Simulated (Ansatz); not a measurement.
Potential energy curve for OB (cation, charge +1), lowest triplet found (which spin is the ground state isn't settled by this scan).

UKS-PBE = unrestricted PBE/cc-pVDZ (Ansatz, a quantum-chemistry and plane-wave program); UKS-PBE0 = Ansatz with unrestricted PBE0/cc-pVDZ; FCI = full CI/cc-pVDZ, frozen core (Ansatz).

Energies relative to the lowest point of each curve between 1.07 and 1.62 Å, where full CI is lowest, in kJ/mol; the last columns give the error against full CI:

| R / Å | UKS-PBE | UKS-PBE0 | FCI | UKS-PBE − FCI | UKS-PBE0 − FCI |
|---|---|---|---|---|---|
| 1.07 | 269.6 | 251.7 | 270.9 | -1.3 | -19.2 |
| 1.17 | 78.4 | 67.7 | 78.0 | 0.4 | -10.3 |
| 1.24 | 20.0 | 14.6 | 19.5 | 0.4 | -4.9 |
| 1.31 | 0.0 | 0.0 | 0.0 | 0.0 | 0.0 |
| 1.36 | 1.6 | 5.4 | 2.0 | -0.3 | 3.4 |
| 1.43 | 18.5 | 27.4 | 19.1 | -0.6 | 8.3 |
| 1.47 | 33.4 | 45.0 | 33.9 | -0.5 | 11.1 |
| 1.52 | 55.5 | 70.1 | 55.4 | 0.1 | 14.8 |
| 1.55 | 69.9 | 86.2 | 69.2 | 0.7 | 17.0 |
| 1.62 | 105.5 | 124.9 | 102.3 | 3.2 | 22.6 |
| 1.69 | 141.6 | 162.5 | 134.2 | 7.4 | 28.3 |
| 1.78 | 185.6 | 205.5 | 169.8 | 15.7 | 35.7 |

UKS-PBE is furthest from FCI at 1.78 (15.7 kJ/mol, above); its mean absolute error over the points is 2.6 kJ/mol.

UKS-PBE0 is furthest from FCI at 1.78 (35.7 kJ/mol, above); its mean absolute error over the points is 14.6 kJ/mol.

The scan ran from 1.07 to 5.14 Å; beyond the distances shown full CI changes its symmetry label.
